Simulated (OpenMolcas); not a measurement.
## Setting up C2H6BFO (SMILES COB(C)F) in OpenMolcas

The species is C2H6BFO (11 atoms), meant as a singlet with charge 0. As SMILES, `COB(C)F`. The coordinates come from a PBE0-D4/def2-TZVP relaxation. This is one conformer, not always the lowest.

```xyz
11

C    -1.3644    0.7111    0.5385
O    -0.2410    1.2278   -0.1353
B     0.8186    0.4827   -0.5089
C     0.9932   -1.0579   -0.2706
F     1.7792    1.1652   -1.1360
H    -1.4585    1.2071    1.5069
H    -2.2591    0.9243   -0.0500
H    -1.2940   -0.3677    0.6981
H     0.9476   -1.3070    0.7940
H     1.9474   -1.4128   -0.6601
H     0.1963   -1.6298   -0.7560
```

Settings wanted:

```yaml
method: DFT
reference: RKS
integral_approximation: none
basis_set: def2-SVP
task: gradient
functional: M06-L
nucleus: point
integration_grid: UltraFine
SCF_convergence_threshold: 1e-10
```

Q: Write the OpenMolcas 26.06 input and the command.

A: This one ran through:

run.inp:
```
* C2H6BFO Kohn-Sham DFT

&GATEWAY
 BasLib = $CurrDir
 Coord
 11
 angstrom
 C       -1.364400       0.711100       0.538500
 O       -0.241000       1.227800      -0.135300
 B        0.818600       0.482700      -0.508900
 C        0.993200      -1.057900      -0.270600
 F        1.779200       1.165200      -1.136000
 H       -1.458500       1.207100       1.506900
 H       -2.259100       0.924300      -0.050000
 H       -1.294000      -0.367700       0.698100
 H        0.947600      -1.307000       0.794000
 H        1.947400      -1.412800      -0.660100
 H        0.196300      -1.629800      -0.756000
 Basis = def2-SVP
 Group = NoSym

&SEWARD
 GridInput
 Grid=UltraFine
 End of Grid

&SCF
 KSDFT = M06L
 Thresholds = 1e-10 1e-07 1e-07 1e-05
 PrOrbitals = 1 2

&ALASKA
```

```bash
$ export MOLCAS_MEM=1860
$ pymolcas run.inp > run.log
```

(Basis files named in the input come from the Basis Set Exchange and aren't shown.)

Calculated total energy: -279.60723 Eh, largest force 0.583 eV/Å.
